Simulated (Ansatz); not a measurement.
Relaxation of BFH7NO2 (12 atoms, charge 0, multiplicity 1), to a largest force component of 0.03 eV/Å in at most 50 steps.

Computed with Ansatz 0.2.0, RKS PBE/def2-SVP.

```xyz
12
Properties=species:S:1:pos:R:3:forces:R:3
B -0.581 -0.562 -0.780 -0.85 0.50 -0.40
H 0.300 -1.323 -0.581 0.75 -0.55 0.22
O -0.549 0.366 -1.796 0.06 -0.04 0.01
O -1.740 -0.744 -0.079 -0.03 -0.05 0.09
H 1.060 0.714 1.223 0.11 -0.13 -0.04
N 0.283 1.376 1.133 -0.03 0.27 0.17
H 1.456 -1.513 0.936 -1.02 -0.48 -0.25
F 2.260 -1.099 1.093 0.96 0.51 0.21
H 0.298 0.362 -2.274 0.00 0.01 0.01
H -2.433 -0.119 -0.365 0.02 -0.01 -0.02
H 0.229 1.673 0.153 0.02 -0.02 0.00
H -0.585 0.870 1.338 0.01 -0.01 0.00
```

Question: Where does it end, and by what steps?

Answer: The forces met the threshold. After 33 steps the energy has fallen by 0.359 eV; F8 moved furthest, 1.56 Å.

```json
{"step": "0", "energy less start (eV)": "0.0000", "largest force component (eV/Å)": "1.022", "accepted": "yes"}
{"step": "2", "energy less start (eV)": "-0.0659", "largest force component (eV/Å)": "0.634", "accepted": "yes"}
{"step": "4", "energy less start (eV)": "-0.0823", "largest force component (eV/Å)": "0.269", "accepted": "yes"}
{"step": "6", "energy less start (eV)": "-0.0887", "largest force component (eV/Å)": "0.252", "accepted": "yes"}
{"step": "8", "energy less start (eV)": "-0.0927", "largest force component (eV/Å)": "0.103", "accepted": "yes"}
{"step": "10", "energy less start (eV)": "-0.0944", "largest force component (eV/Å)": "0.039", "accepted": "yes"}
{"step": "12", "energy less start (eV)": "-0.0968", "largest force component (eV/Å)": "0.093", "accepted": "yes"}
{"step": "14", "energy less start (eV)": "-0.1020", "largest force component (eV/Å)": "0.165", "accepted": "yes"}
{"step": "16", "energy less start (eV)": "-0.1059", "largest force component (eV/Å)": "0.105", "accepted": "yes"}
{"step": "18", "energy less start (eV)": "-0.1085", "largest force component (eV/Å)": "0.070", "accepted": "yes"}
{"step": "20", "energy less start (eV)": "-0.1334", "largest force component (eV/Å)": "1.055", "accepted": "yes"}
{"step": "22", "energy less start (eV)": "-0.2776", "largest force component (eV/Å)": "0.861", "accepted": "yes"}
{"step": "24", "energy less start (eV)": "-0.3131", "largest force component (eV/Å)": "0.578", "accepted": "yes"}
{"step": "26", "energy less start (eV)": "-0.3392", "largest force component (eV/Å)": "0.414", "accepted": "yes"}
{"step": "28", "energy less start (eV)": "-0.3554", "largest force component (eV/Å)": "0.093", "accepted": "yes"}
{"step": "30", "energy less start (eV)": "-0.3578", "largest force component (eV/Å)": "0.061", "accepted": "yes"}
{"step": "32", "energy less start (eV)": "-0.3585", "largest force component (eV/Å)": "0.046", "accepted": "yes"}
{"step": "33", "energy less start (eV)": "-0.3588", "largest force component (eV/Å)": "0.013", "accepted": "yes"}
```

```xyz
12
Properties=species:S:1:pos:R:3
B -0.237 -0.502 -1.080
H 0.935 -0.596 -1.369
O -1.121 0.346 -1.683
O -0.737 -1.383 -0.137
H 0.718 0.591 1.466
N 0.640 1.555 1.107
H 0.273 -1.545 1.158
F 0.927 -1.410 1.843
H -0.701 0.910 -2.355
H -1.692 -1.247 0.022
H 1.296 1.621 0.319
H -0.301 1.662 0.709
```

Whether the end is a true minimum wasn't checked by a vibrational analysis.

The run took 70 s on 2 threads of Arm Neoverse V1, on a shared host, peak memory 0.15 GiB.
